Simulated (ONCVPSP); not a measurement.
## caesium (Cs): one change to an ONCV potential, before and after

- Element: caesium
- Generator: ONCVPSP 4.0.1
- Type: optimised norm-conserving Vanderbilt (ONCV)
- Functional: PBEsol
- Relativity: scalar-relativistic
- Frozen core: [Kr] 4d10
- Valence charge: 9
- Reference configuration: 5s2 5p6 6s1
- Partial waves: 5s+6s: rc 3.20 bohr, ncon 4, nbas 8, qcut 4 1/bohr, 2 projectors; 5p: rc 2.20 bohr, ncon 5, nbas 9, qcut 3.1 1/bohr, 2 projectors, debl 3.8 Ha; d scattering state at 0.14 Ha: rc 2.45 bohr, ncon 4, nbas 8, qcut 4.4 1/bohr, 2 projectors, debl 0.4 Ha
- Local potential: polynomial inside 1.50 bohr (lpopt 5, dvloc0 4 Ha)
- Core correction: Teter function, fcfact 1.75, rcfact 1.4

In the d channel the program set the typed energies aside and used 0.050, 0.450 Ha.

All-electron outer shells of the reference configuration (PBEsol, scalar-relativistic, ld1.x):

```tsv
shell	level (eV)	outermost node (bohr)	outermost maximum (bohr)
5s	-26.79	0.82	1.54
5p	-13.55	0.89	1.79
6s	-2.08	2.11	4.80
```

Change: p: qcut 4.

Cutoffs: the cutoffs (Ha) at which the residual kinetic energy of the hardest occupied pseudo-wave falls to 1 and 0.1 mHa per electron; they do not see the model core or the augmentation charge, which bear on the density cutoff. Errors are all-electron minus pseudo energies relative to the spin-unpolarised reference configuration.

How do hardness, ghosts and transferability respond?

The potential gets softer (32 Ha and 51 Ha → 14 Ha and 47 Ha); the errors of the 4 common tests hardly move; neither file shows a bound ghost.

```csv
quantity,base,changed
"cutoff, loose",32 Ha,14 Ha
"cutoff, tight",51 Ha,47 Ha
loose cutoff by channel,"s 4.0 Ha, p 32 Ha","s 4.0 Ha, p 14 Ha"
bound ghosts,none,none
GHOST(+) flags under 300 eV,s at 43.4 eV,s at 43.4 eV
"error for 5s2 5p6 6s0, meV [ΔE 3.79 eV]",-0.5,-0.5
"error for 5s2 5p6 6s0.5, meV [ΔE 1.46 eV]",-0.1,-0.1
"error for 5s2 5p6 6s0 6p1, meV [ΔE 1.35 eV]",+0.2,+0.2
"error for 5s1 5p6 6s1, meV [ΔE 31.74 eV]",-229,-237
s: phases at 3.24 bohr within 0.05 rad from the reference energy up to (Ha; the scan ends near 5),1.4,1.4
p: phases at 2.24 bohr within 0.05 rad from the reference energy up to (Ha; the scan ends near 5),to the end of the scan,to the end of the scan
d: phases at 2.49 bohr within 0.05 rad from the reference energy up to (Ha; the scan ends near 5),2.4,2.4
"rms error of d²Exc/dni dnj with the model core, mHa",1.15,1.12
```
